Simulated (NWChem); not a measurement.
All runs are NWChem calculations. System: C2H3O2, charge 0, spin multiplicity 2, at a geometry optimised with UB3LYP/def2-SVP. The structure started from a generated list of species. Its SCF solution wasn't tested for a lower state. Level: UMP2/def2-TZVP, 4 core orbitals frozen.

Job file:

```
start mol
memory heap 200 mb stack 900 mb global 1100 mb
geometry units angstroms nocenter noautoz
  C      0.339391    -1.428287     0.000000
  O      0.843390    -0.164887     0.000000
  C     -0.011394     0.890942     0.000000
  O     -1.206348     0.811967     0.000000
  H     -0.740507    -1.565218     0.000000
  H      1.091977    -2.212318     0.000000
  H      0.584215     1.824966     0.000000
  symmetry group Cs
end
basis spherical
  * library def2-tzvp
end
scf
  uhf
  nopen 1
  maxiter 100
  thresh 1e-7
  semidirect memsize 60000000 filesize 0
  # guess.movecs holds the orbitals of an unrestricted PBE0 run
  vectors input guess.movecs output mol.movecs
end
mp2
  freeze core 4
end
task mp2 energy
```

Output (cleaned and shortened):

```
             Northwest Computational Chemistry Package (NWChem) 7.3.0
             --------------------------------------------------------

                                NWChem Input Module
                                -------------------

 Scaling coordinates for geometry "geometry" by  1.889725989
 (inverse scale =  0.529177249)

 Turning off AUTOSYM since
 SYMMETRY directive was detected!

                             Geometry "geometry" -> ""
                             -------------------------

 Output coordinates in angstroms (scale by  1.889725989 to convert to a.u.)

  No.       Tag          Charge          X              Y              Z
 ---- ---------------- ---------- -------------- -------------- --------------
    1 C                    6.0000     0.33939100    -1.42828700     0.00000000
    2 O                    8.0000     0.84339000    -0.16488700     0.00000000
    3 C                    6.0000    -0.01139400     0.89094200     0.00000000
    4 O                    8.0000    -1.20634800     0.81196700     0.00000000
    5 H                    1.0000    -0.74050700    -1.56521800     0.00000000
    6 H                    1.0000     1.09197700    -2.21231800     0.00000000
    7 H                    1.0000     0.58421500     1.82496600     0.00000000

 Effective nuclear repulsion energy (a.u.)     114.4648967053

            Nuclear Dipole moment (a.u.)
            ----------------------------
        X                 Y               Z
 ---------------- ---------------- ----------------
     0.0000056692    -0.0000000000     0.0000000000

      Symmetry information
      --------------------

 Group name             Cs
 Group number              2
 Group order               2
 No. of unique centers     7

      Symmetry unique atoms

     1    2    3    4    5    6    7


 Summary of "ao basis" -> "" (spherical)
 ------------------------------------------------------------------------------
       Tag                 Description            Shells   Functions and Types
 ---------------- ------------------------------  ------  ---------------------
 *                         def2-tzvp                  on all atoms

 Summary of "ao basis" -> "ao basis" (spherical)
 ------------------------------------------------------------------------------
       Tag                 Description            Shells   Functions and Types
 ---------------- ------------------------------  ------  ---------------------
 C                         def2-tzvp                11       31   5s3p2d1f
 O                         def2-tzvp                11       31   5s3p2d1f
 H                         def2-tzvp                 4        6   3s1p

                                 NWChem SCF Module
                                 -----------------

  ao basis        = "ao basis"
  functions       =   142
  atoms           =     7
  alpha electrons =    16
  beta  electrons =    15
  charge          =   0.00
  wavefunction    = UHF
  use symmetry    = T
  symmetry adapt  = T

 Summary of "ao basis" -> "ao basis" (spherical)
 ------------------------------------------------------------------------------
       Tag                 Description            Shells   Functions and Types
 ---------------- ------------------------------  ------  ---------------------
 C                         def2-tzvp                11       31   5s3p2d1f
 O                         def2-tzvp                11       31   5s3p2d1f
 H                         def2-tzvp                 4        6   3s1p
[...]
    1 C    6     2.47   0.43  0.56  0.23  0.29  0.05  0.40  0.39  0.07  0.01  0.03  0.01
    2 O    8     4.18   0.40  0.59  0.28  0.48  0.13  0.92  1.04  0.32  0.00  0.02  0.00
    3 C    6     2.78   0.43  0.56  0.26  0.26  0.03  0.56  0.47  0.07  0.03  0.09  0.01
    4 O    8     4.20   0.40  0.59  0.29  0.47  0.17  0.91  0.97  0.38  0.00  0.02  0.00
    5 H    1     0.46   0.14  0.26  0.05  0.01
    6 H    1     0.47   0.14  0.27  0.05  0.01
    7 H    1     0.44   0.13  0.24  0.05  0.01

   Mulliken analysis of the spin density
   -------------------------------------

    Atom       Charge   Shell Charges
 -----------   ------   -------------------------------------------------------
    1 C    6     1.18   0.00 -0.00  0.04  0.06  0.03  0.38  0.47  0.20 -0.00  0.00 -0.00
    2 O    8    -0.03   0.00 -0.00  0.00 -0.00 -0.01  0.02  0.00 -0.05  0.00  0.01  0.00
    3 C    6     0.00  -0.00  0.00 -0.00  0.00 -0.00  0.00  0.00 -0.00  0.00  0.00  0.00
    4 O    8     0.03   0.00 -0.00  0.00  0.00 -0.00  0.02  0.01  0.00 -0.00 -0.00 -0.00
    5 H    1    -0.09  -0.02 -0.06 -0.02  0.01
    6 H    1    -0.09  -0.02 -0.06 -0.02  0.01
    7 H    1    -0.00  -0.00 -0.00 -0.00  0.00

       Multipole analysis of the density wrt the origin
       ------------------------------------------------

     L   x y z        total         alpha         beta         nuclear
     -   - - -        -----         -----         ----         -------
     0   0 0 0     -0.000000    -16.000000    -15.000000     31.000000

     1   1 0 0      0.721581      0.074770      0.646805      0.000006
     1   0 1 0     -0.148466      1.183662     -1.332129     -0.000000
     1   0 0 1      0.000000      0.000000     -0.000000      0.000000

     2   2 0 0    -19.961194    -46.352733    -45.410514     71.802053
     2   1 1 0      1.784469     23.274985     21.750067    -43.240583
     2   1 0 1      0.000000      0.000000      0.000000      0.000000
     2   0 2 0    -14.000341    -70.048179    -62.401768    118.449606
     2   0 1 1     -0.000000     -0.000000     -0.000000      0.000000
     2   0 0 2    -17.590581     -9.927072     -7.663508      0.000000

                   NWChem MP2 Semi-direct Energy/Gradient Module
                   ---------------------------------------------

  Basis functions       =    142
  Molecular orbitals    =    142
  Frozen core           =      4
  Frozen virtuals       =      0
  Active alpha occupied =     12
  Active beta occupied  =     11
  Active alpha virtual  =    126
  Active beta virtual   =    127
  Use MO symmetry       = T
  Use skeleton AO sym   = T

  AO/Fock/Back tols     =   1.0D-09  1.0D-09  1.0D-09

 GA uses MA = F    GA memory limited = T

 Available:
  local mem=  1.26D+08
 global mem=  1.44D+08
 local disk=  0.00D+00
  mp2_memr nvloc                   126
  nvloc new                   126
   1 passes of  12:        5242880                     116704                  51457949.
   1 passes of  12: M    126151483           G      144138872           F     120908603.

 Semi-direct pass number   1 of   1  for UHF alpha       at        9.1s
  vrange nnbf                 10003
  mp2_eaftype                   196  avail_ma_in_mb                  1099
 EAF : mp2_eaftype filesize         196   25728975.
  mp2_eaf for mointskh                    196
Node 0 wrote    121.0 Mb in      0.0 s     Agg I/O rate:  2451.8 Mb/s
 Done moints_semi at       13.9s
  mp2_eaftype                   196  avail_ma_in_mb                   903
 EAF : mp2_eaftype filesize         196   25728975.
  mp2_eaf for kh                   196
 Done maket at       14.2s
 Done multipass loop at       14.2s

 GA uses MA = F    GA memory limited = T

 Available:
  local mem=  1.26D+08
 global mem=  1.44D+08
 local disk=  0.00D+00
  mp2_memr nvloc                   127
  nvloc new                   127
   1 passes of  11:        5242880                     110956                  47546776.
   1 passes of  11: M    126151483           G      144138872           F     120908603.

 Semi-direct pass number   1 of   1  for UHF beta        at       14.2s
  vrange nnbf                 10003
  mp2_eaftype                   181  avail_ma_in_mb                  1099
 EAF : mp2_eaftype filesize         181   23773388.
  mp2_eaf for mointskh                    181
Node 0 wrote    111.8 Mb in      0.0 s     Agg I/O rate:  2560.2 Mb/s
 Done moints_semi at       18.8s
  mp2_eaftype                   181  avail_ma_in_mb                   918
 EAF : mp2_eaftype filesize         181   23773388.
  mp2_eaf for kh                   181
 Done maket at       19.1s
 Done multipass loop at       19.1s

          -------------------------------------------
          SCF energy                -227.250885376676
          Correlation energy          -0.752701145768
          Singlet pairs                0.000000000000
          Triplet pairs                0.000000000000
          Total MP2 energy          -228.003586522444
          -------------------------------------------

          ---------------------------------------------------
                    Spin Component Scaled (SCS) MP2
          Same spin pairs                     -0.192024950881
          Same spin scaling factor             0.333333333333
          Opposite spin pairs                 -0.560676194887
          Opposite spin scaling fact.          1.200000000000
          SCS-MP2 correlation energy          -0.736819750825
          Total SCS-MP2 energy              -227.987705127501
          ---------------------------------------------------

 -----------------------
 Performance information
 -----------------------

 Timer overhead =  9.67D-08 seconds/call

               Nr. of calls         CPU time (s)                 Wall time (s)                GFlops
             ---------------    -------------------     ------------------------------   -------------------
Name         Min   Avg   Max    Min     Avg     Max     Min     Avg     Max   Mx/calls   Min     Max     Sum
mp2: moin     2     2     2    9.3     9.3     9.3      9.3     9.3     9.3     4.7      0.0     0.0     0.0
mp2: make     2     2     2   0.60    0.60    0.60     0.60    0.60    0.60    0.30      0.0     0.0     0.0
mp2: tota     1     1     1    10.     10.     10.      10.     10.     10.     10.      0.0     0.0     0.0

 The average no. of pstat calls per process was 5.00D+00
 with a timing overhead of 4.84D-07s

 Task  times  cpu:       19.1s     wall:       19.1s

 Total times  cpu:       19.1s     wall:       19.1s
```
